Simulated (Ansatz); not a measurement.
CuO₄H₄, that is [Cu(OH)4]- with one electron fewer. The state is a doublet with charge 0. Geometry PBE0-D4/def2-SVPD; atoms count from 1.

Cartesian coordinates in Å:
```
Cu 0.178 0.127 0.000
O -1.307 -0.968 -0.245
H -1.137 -1.564 -0.990
O 0.977 -0.714 1.353
H 0.332 -1.374 1.640
O 1.371 1.422 0.107
H 1.928 1.185 0.862
O -0.788 0.686 -1.513
H -1.554 1.200 -1.213
```

No other spin state of charge 0 was run.

Question: Estimate the Mulliken populations from the PBE0/def2-TZVPD orbitals of Ansatz.

Answer: 
| atom | charge (e) | spin (α − β) | d electrons |
| --- | --- | --- | --- |
| Cu1 | 0.42 | -0.05 | 9.20 |
| O2 | -0.44 | 0.48 | – |
| H3 | 0.38 | -0.02 | – |
| O4 | -0.57 | 0.02 | – |
| H5 | 0.32 | 0.00 | – |
| O6 | -0.49 | -0.01 | – |
| H7 | 0.37 | 0.00 | – |
| O8 | -0.36 | 0.59 | – |
| H9 | 0.37 | -0.02 | – |
Mulliken values and Mayer orders depend strongly on the basis. With diffuse functions, as here, like atoms can get unlike values, and bond orders can come out too low or too high.

Question: Where does the spin sit?

Answer: Summed by element: Cu -0.05, O 1.09, H -0.04, of 1 unpaired in all. Largest on single atoms: O8 0.59, O2 0.48, Cu1 -0.05.

Question: And the Mayer bond orders between bonded heavy atoms (over 0.3)?

Answer: Cu1–O2 0.53 (1.86 Å); Cu1–O4 0.85 (1.78 Å); Cu1–O6 0.89 (1.76 Å); Cu1–O8 0.56 (1.88 Å). Values over 0.3 also appear between atoms too far apart for a bond (O2–O8 0.37 at 2.15 Å); they arise where an orbital or an unpaired electron spreads over both atoms.
